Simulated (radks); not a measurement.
Polarisability of the gadolinium ion Gd2+, [Xe] 4f7 5d1, at imaginary frequency. Method: scalar-relativistic Kohn-Sham, exchange-only LDA, spin-polarised, spherical densities, finite nucleus; open shells are filled with parallel spins first (spin-orbit coupling, left out, can overturn this in heavy ions); Fermi nuclear charge, rms radius 5.1569 fm; computed with a radial shooting solver on a logarithmic mesh with Libxc functionals. Response by self-consistent Sternheimer equations with the Hartree and adiabatic exchange-only LDA kernel, the relativistic mass of each level held fixed and spin-orbit coupling left out.

w (hartree)  alpha1(iw) (bohr^3)
0.00266                    15.16
0.0143                     15.12
0.0360                     14.87
0.0697                     14.17
0.118                      12.88
0.186                      11.23
0.280                      9.524
0.413                      7.900
0.605                      6.331
0.892                      4.775
1.35                       3.263
2.12                       1.941
3.59                      0.9719
6.94                      0.3793
17.5                     0.08851

Static values: alpha1 = 15.17 bohr^3 (2.247 angstrom^3; uncoupled 22.58). C6 = 85.15, triple-dipole C9 = 784.2 atomic units. One-pole (London) frequency 4 C6 / (3 alpha1^2) = 0.494 hartree, against 0.550 for minus the highest occupied eigenvalue.
